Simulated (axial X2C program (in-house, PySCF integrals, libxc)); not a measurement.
## AsTe⁻: properties at the nuclei

Calculated with an axial X2C code built on PySCF integrals: two-component X2C with atomic mean-field Coulomb and Gaunt terms, Gaussian nuclei, basis Te dyall-acv3z, As dyall-acv3z with contracted cores.

R = 2.462 Å (near the PBE0 minimum at charge -1 of the determinant lowest at the starting distance; the state shown can have its own minimum elsewhere).

Determinant lowest in the PBE0 search, Ω = 1 (⟨Sz⟩ = 1.00, ⟨Lz⟩ = 0.00 at PBE0), spin on the atoms Te 0.23, As 0.77:

| level | Eeff magnitude (GV/cm) | Ws magnitude Te (kHz) | Ws magnitude As (kHz) | A∥/gI Te (MHz) | qzz Te (a.u.) | A∥/gI As (MHz) | qzz As (a.u.) |
| --- | --- | --- | --- | --- | --- | --- | --- |
| PBE0 | 0.459 | 0.115 | 0.144 | -245 | 4.24 | -368 | 0.50 |
| HF | 0.225 | 0.629 | 0.394 | -106 | 5.96 | -268 | -0.40 |
| BHandHLYP | 0.21 | 0.284 | 0.151 | -164 | 4.64 | -300 | 0.40 |
| r2SCAN | 0.115 | 0.415 | 0.215 | -199 | 4.13 | -337 | 0.60 |
| B3LYP | 0.484 | 0.025 | 0.094 | -230 | 4.04 | -322 | 0.67 |

Determinant 0.33 eV from it at PBE0 and this distance, Ω = 0 (closed shell), highest spinor 53% As p, 24% Te p, 11% Te d:

```csv
level,qzz Te (a.u.),qzz As (a.u.)
PBE0,3.52,1.01
HF,4.71,0.10
BHandHLYP,3.95,0.78
r2SCAN,3.32,1.22
B3LYP,3.50,1.07
```

Eeff is the effective electric field on the electron electric dipole moment in this Ω state and Ws the scalar–pseudoscalar constant of the nucleus named (defined with the proton number Z and per Ω); A∥ (defined per Ω) follows by multiplying with gI = μI/(I μN); qzz is the electric field gradient, eQq0 = 234.96 MHz × Q/barn × qzz. The operators were transformed with the bare-nucleus X2C matrices; with these basis sets, hyperfine constants and field gradients can be off by tens of per cent, and where levels differ in sign neither size nor sign is settled.

(1) With gI(75As) = 0.9597 (g factors from the IAEA table of nuclear moments by Stone), turn the PBE0 values of the first state into constants in MHz.

Each state is one determinant with collinear spin, which with several unpaired electrons need not be a pure state. Unrestricted Hartree–Fock can overshoot spin polarisation at the nuclei. For an anion, determinants above electron detachment, or with a positive highest level, are held by the basis set. A closed determinant beside an open π² or δ² triplet, such as (π1/2)², mixes with its partner pair into the 0⁺ component of the triplet and ¹Σ⁺, so its energy is not that of a level, and 0⁺ can lie lowest. With several open shells hyperfine constants can be off by a factor of several. Where Eeff spreads by more than a factor of two the levels disagree and none is to be relied on. Open-shell Ω = 0 determinants with evenly filled partner blocks cannot be reached by this program, so the Ω shown need not be the lowest component. States lie within half an eV, so the first need not be the ground state. Further determinants of the search, some of them spin-mixed, are not shown. Where a field gradient or hyperfine factor spreads by more than a factor of two over the levels, a constant derived from it is not to be relied on. PBE0 term energies can be off by some tenths of an eV.

## Answers

(1) A∥(75As) = -368 × 0.9597 = -353 MHz.
